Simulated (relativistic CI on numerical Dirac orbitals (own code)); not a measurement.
## V3+: resonant inelastic scattering at the M2,3 edge

Computed with this model: Dirac-Coulomb-Breit CI, separate exchange-only KLI orbitals for each configuration, model QED, valence Slater integrals scaled by 0.8, Kramers-Heisenberg scattering through one core-hole configuration in a parametric crystal field; configurations [Ar] 3d2 → [Ne] 3s2 3p5 3d3; 300 K; core-hole width 1.2 eV; summed over polarisations. Incident energies are the highest absorption maxima for each field (at most a few, so the weaker spin-orbit partner edge can be absent), on the computed scale of the free ion. Intensities are in per cent of the strongest line above 0.02 eV; levels within 1 cm⁻¹ are merged; final levels count from the ground level, the first row holds all elastic scattering, lines under 0.4 are left out and each table stops after 24 rows. The scale of the Slater integrals is a model choice and moves the terms in proportion.

Field parameters in Wybourne normalisation: Oh B⁴₀ = 21Dq, B⁴₄ = √(5/14) B⁴₀. The field is a parameter set, without covalency.

S is read from ⟨S²⟩ = S(S + 1).

Oh, 10Dq = 4100 cm⁻¹:

```tsv
Final level (eV)	Degeneracy	Irrep	S	47.2 eV	52.5 eV	55.3 eV
0.000	2	E	1.00	100.4	269.8	101.1
0.003	3	T2	1.00	13.1	20.2	16.3
0.038	3	T1	1.00	6.9	41.9	15.1
0.057	1	A1	1.00	1.5	16.7	3.8
0.438	1	A2	1.00	8.8	17.0	18.6
0.442	3	T2	1.00	22.7	50.4	47.7
0.457	3	T1	1.00	12.9	29.9	27.6
0.459	2	E	1.00	7.4	21.3	17.1
0.960	3	T2	1.00	4.3	100.0	34.6
1.487	3	T2	0.01	0.0	0.9	0.4
1.958	1	A1	1.00	0.1	2.9	21.2
1.970	3	T1	1.00	0.2	6.9	45.1
1.992	3	T2	1.00	0.4	5.0	21.2
1.993	2	E	1.00	0.2	3.3	16.3
```

Oh, 10Dq = 9300 cm⁻¹:

```
Final level (eV)  Degeneracy  Irrep     S  47.6 eV  52.8 eV  55.9 eV
           0.000           2      E  1.00    110.3    290.4     71.5
           0.001           3     T2  1.00     11.0     31.0      8.8
           0.035           3     T1  1.00      8.6     57.4     10.1
           0.052           1     A1  1.00      2.3     22.9      2.6
           1.019           1     A2  1.00      8.5     10.2     14.8
           1.022           3     T2  1.00     22.3     33.2     37.5
           1.037           3     T1  1.00     14.0     23.9     23.5
           1.037           2      E  1.00      8.2     16.0     15.4
           1.527           3     T2  0.01      0.1      0.8      0.3
           2.184           3     T2  1.00      3.3    100.0     37.4
           2.478           1     A1  1.00      0.2      3.8     16.8
           2.490           3     T1  1.00      0.7     10.8     38.8
           2.509           3     T2  1.00      1.2     12.0     22.7
           2.509           2      E  1.00      0.8      7.4     16.2
           2.809           3     T2  0.01      0.2      0.8      0.2
```

Oh, 10Dq = 14500 cm⁻¹:

| Final level (eV) | Degeneracy | Irrep | S | 48 eV | 53.1 eV | 56.5 eV |
| --- | --- | --- | --- | --- | --- | --- |
| 0.000 | 2 | E | 1.00 | 134.6 | 360.4 | 56.7 |
| 0.001 | 3 | T2 | 1.00 | 10.6 | 46.8 | 5.8 |
| 0.034 | 3 | T1 | 1.00 | 11.7 | 80.7 | 8.4 |
| 0.050 | 1 | A1 | 1.00 | 3.6 | 31.8 | 2.5 |
| 1.518 | 3 | T2 | 0.13 | 2.6 | 2.9 | 2.4 |
| 1.565 | 2 | E | 0.00 | 0.2 | 0.5 | 0.0 |
| 1.624 | 1 | A2 | 1.00 | 8.9 | 8.6 | 12.0 |
| 1.639 | 3 | T2 | 0.95 | 20.8 | 25.8 | 29.0 |
| 1.642 | 3 | T1 | 1.00 | 15.4 | 19.8 | 20.9 |
| 1.643 | 2 | E | 1.00 | 9.5 | 12.5 | 14.2 |
| 3.044 | 1 | A1 | 0.97 | 0.4 | 5.4 | 15.0 |
| 3.059 | 3 | T1 | 1.00 | 1.4 | 16.8 | 37.6 |
| 3.076 | 3 | T2 | 1.00 | 2.1 | 20.3 | 27.4 |
| 3.077 | 2 | E | 1.00 | 1.4 | 12.3 | 18.9 |
| 3.147 | 1 | A1 | 0.08 | 0.1 | 0.4 | 0.2 |
| 3.365 | 3 | T2 | 0.19 | 0.5 | 11.3 | 3.9 |
| 3.443 | 3 | T2 | 0.93 | 2.3 | 100.0 | 36.6 |
| 5.132 | 2 | E | 0.00 | 0.1 | 0.6 | 0.1 |

For the first field the strongest loss at the lowest incident energy is the level at 0.44 eV (S = 1.00, against 1.00 in the thermal ground state).
